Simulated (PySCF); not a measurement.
trimethylsulfonium (C3H9S), SMILES [S+](C)(C)C, charge +1.

Geometry: B3LYP-D3(BJ)/def2-SVP.

Calculation: SMD-PBE0/6-31G* (PySCF).

Solvation free energies are E(SMD) − E(gas) at the gas-phase geometry, for 1 M in both phases.

Problem. Rank water, tetrahydrofuran, diethylether by solvation free energy, most negative first.

Solution. water (-56.3 kcal/mol), tetrahydrofuran (-52.7 kcal/mol), diethylether (-47.3 kcal/mol)
